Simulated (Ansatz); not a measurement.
Isolated molecules relaxed with PBE0-D4/def2-TZVP in Ansatz; ΔE leaves out vibrations. CCSD(T)/CBS is the MP2 limit (def2-TZVPP, def2-QZVPP) plus CCSD(T) − MP2 in def2-TZVPP, frozen cores. This one scheme is used for every species. Functionals use def2-TZVPP. For Ge outer-core shells are correlated without core-valence functions, which leaves a few kJ/mol of doubt a bond. Scalar relativity is left out up to krypton. One conformer a species, not always the lowest.

Consider the substitution at a C–Al bond: `B[CH2][AlH][GeH3]` + `C=N` → `BCN=C` + `[AlH2][GeH3]`.

`B[CH2][AlH][GeH3]`:

```xyz
12

B    -0.032    1.788    0.814
C     1.149    1.269    0.034
Al    0.333   -0.154   -1.088
Ge   -0.883   -2.016   -0.006
H    -0.442    1.191    1.771
H    -0.646    2.749    0.437
H     1.662    1.933   -0.664
H     1.845    0.624    0.590
H     0.559   -0.081   -2.657
H    -0.268   -2.396    1.356
H    -2.345   -1.609    0.273
H    -0.933   -3.298   -0.859
```

`C=N`:

```xyz
5

C    -0.246    0.243   -0.181
N     0.509   -0.766   -0.147
H    -0.429    0.918    0.663
H    -0.767    0.480   -1.111
H     0.932   -0.875    0.775
```

`BCN=C`:

```xyz
10

B    -1.445    0.713   -0.534
C     0.075    0.558   -0.251
N     0.424   -0.159    0.945
C     1.121   -1.199    0.833
H    -1.774    1.210   -1.572
H    -2.272    0.392    0.264
H     0.617    0.213   -1.150
H     0.381    1.615   -0.128
H     1.380   -1.769    1.724
H     1.493   -1.575   -0.132
```

`[AlH2][GeH3]`:

```xyz
7

Al    1.248   -0.711    0.012
Ge   -0.906    0.511   -0.034
H     2.615    0.068   -0.192
H     1.276   -2.277    0.272
H    -2.090   -0.363   -0.494
H    -1.265    1.017    1.380
H    -0.878    1.755   -0.944
```

Is it downhill or uphill in electronic energy at CCSD(T)/CBS, and by how much? (Estimate.)

Computed: Uphill: ΔE = +102.1 kJ/mol.

What do these levels give: PBE-D4, PBE0-D4, ωB97X-V, ωB97M-V, B2PLYP, r2SCAN, HF/def2-TZVPP, SCS-MP2/def2-TZVPP, CCSD/def2-TZVPP, HF/def2-QZVPP, MP2/CBS(def2), CCSD/CBS(def2)? (An estimate is asked.)

Computed: PBE-D4 99.0, PBE0-D4 98.7, ωB97X-V 92.2, ωB97M-V 99.9, B2PLYP 95.4, r2SCAN 100.8, HF/def2-TZVPP 78.8, SCS-MP2/def2-TZVPP 97.0, CCSD/def2-TZVPP 97.4, HF/def2-QZVPP 78.7, MP2/CBS(def2) 105.5, CCSD/CBS(def2) 99.2 kJ/mol.

Largest T1 diagnostic among the species: 0.012.

In def2-TZVPP, CCSD(T) changes the Hartree–Fock value by +21.6 kJ/mol (the triples alone add +2.9 kJ/mol) and MP2 by +24.9 kJ/mol. The D4 term adds +3.0 kJ/mol with B3LYP and +1.9 kJ/mol with PBE0; it sums over pairs of atoms, weighted by their polarisabilities, and B3LYP, whose exchange is more repulsive, gets the larger term.

B3LYP here is the variant with VWN-RPA as its local correlation; programs differ in this.
